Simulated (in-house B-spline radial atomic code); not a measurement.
## Ionising Nd+ with different functionals

Computed with an all-electron radial atomic-structure program (B-spline basis): scalar-relativistic (spin-free X2C) Hamiltonian, Fermi nucleus of rms radius 4.9123 fm, spin-polarised at highest spin, spherical fractional occupations for the functionals, the average over the highest-spin determinants for Hartree-Fock. The ionisation energy is the difference of two self-consistent energies, [Xe] 4f4 6s1 → [Xe] 4f4, without Breit or QED terms; ε is the level of the shell that loses the electron (its least bound occupied spin orbital). There is no spin-orbit coupling in this Hamiltonian.

Hybrids are left out here: with spherical fractional occupations of an open shell their exact exchange keeps a self-interaction that integer-occupation calculations don't have.

```tsv
method	rung	ΔSCF (eV)	-ε(6s) (eV)
Hartree-Fock	Hartree-Fock	10.04	10.07
LDA VWN5	LDA	11.23	8.77
LDA PW92	LDA	11.22	8.76
LDA exchange-only	LDA	10.60	8.19
PBE	GGA	11.04	8.55
PBEsol	GGA	?	?
BLYP	GGA	11.06	8.48
RPBE	GGA	10.95	8.46
PW91	GGA	11.08	8.61
BP86	GGA	11.10	8.74
AM05	GGA	10.95	8.58
OLYP	GGA	10.75	8.22
TPSS	meta-GGA	10.72	8.40
SCAN	meta-GGA	11.04	8.86
r2SCAN	meta-GGA	?	?
revTPSS	meta-GGA	10.68	8.42
```

(1) What does r2SCAN give?

(2) What does PBEsol give?

(3) How do they compare with the NIST value?

Answers

(1) ΔSCF 10.79 eV, and -ε(6s) = 8.66 eV.

(2) ΔSCF 10.98 eV, and -ε(6s) = 8.60 eV.

(3) NIST lists 10.78 eV ± 0.02 (semi-empirical, ground level to ground level). Errors run from -0.74 to +0.44 eV; r2SCAN is closest (+0.00 eV), but part of that can be cancellation, since the calculations leave out spin-orbit coupling, Breit-QED terms, multiplet and fine-structure energies. Hartree-Fock also lacks correlation.
